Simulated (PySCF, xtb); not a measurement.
Sn(H)3(vinyl) (C2H6Sn), SMILES C=[CH][SnH3].

GFN2-xTB (xtb) at its own geometry gives an orbital gap of 4.99 eV and a dipole moment of 1.31 D.

The structure is a stationary point at r2SCAN-D4/def2-SVP. The def2 effective core potentials stand for the cores of Sn; spin–orbit coupling is left out.

Question: What does B3LYP/def2-TZVPD (PySCF) give? (An estimate is asked for; the answer gives what the named calculation found.)

Answer: gap 7.01 eV (levels -7.66 and -0.65 eV), dipole 0.57 D.
